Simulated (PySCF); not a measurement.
C2H9AlN2. Atoms are numbered in the order given.

```xyz
14

Al    -0.6634    -0.8746     0.0000
H     -2.2336    -1.0501     0.0000
N      0.3977    -2.3052     0.0000
H      0.0473    -3.2601     0.0000
H      1.4142    -2.3200     0.0000
N      0.0323     0.7785     0.0000
C     -0.7959     1.9698     0.0000
C      1.4501     1.0790     0.0000
H     -0.6098     2.6030     0.8918
H     -0.6098     2.6030    -0.8918
H     -1.8638     1.6986     0.0000
H      1.7483     1.6680    -0.8916
H      1.7483     1.6680     0.8916
H      2.0477     0.1536     0.0000
```

Coordinates come from a TPSSh-D3(BJ)/def2-SVP optimisation. The structure was generated by enumeration; whether it is a known compound was not checked. One conformer was computed; it need not be the lowest.

Computed with PBE0/pcSseg-1 (PySCF).

GIAO shieldings, no solvent; atoms alike by connectivity are averaged. δ = σ(ref) − σ: ¹H against TMS (σ = 31.56 ppm); ¹⁵N against NH3 (σ = 267.4 ppm); ¹³C against TMS (σ = 186.3 ppm), references at their B3LYP-D3(BJ)/def2-TZVP geometries, non-relativistic.

Computed chemical shifts:
```
nucleus                        atoms  count  δ (ppm)
-------  ---------------------------  -----  -------
¹H                                H2      1     4.39
¹H       H9, H10, H11, H12, H13, H14      6     2.89
¹H                            H4, H5      2     0.87
¹⁵N                               N6      1     53.5
¹⁵N                               N3      1     24.0
¹³C                           C7, C8      2     43.4
```
